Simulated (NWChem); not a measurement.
Si3H7, doublet; SMILES [SiH2][SiH2][SiH3]

Program: NWChem. Spin-unrestricted. No stability test was run on the SCF state. Level PBE/def2-SVP: optimisations from one semi-empirical or force-field start; each run changes one setting, and all end within 0.3 mHa of each other. One conformer.

```csv
setting,optimisation steps
"redundant internal coordinates, default thresholds",19
Cartesian coordinates,25
symmetry off,19
no line search,21
```
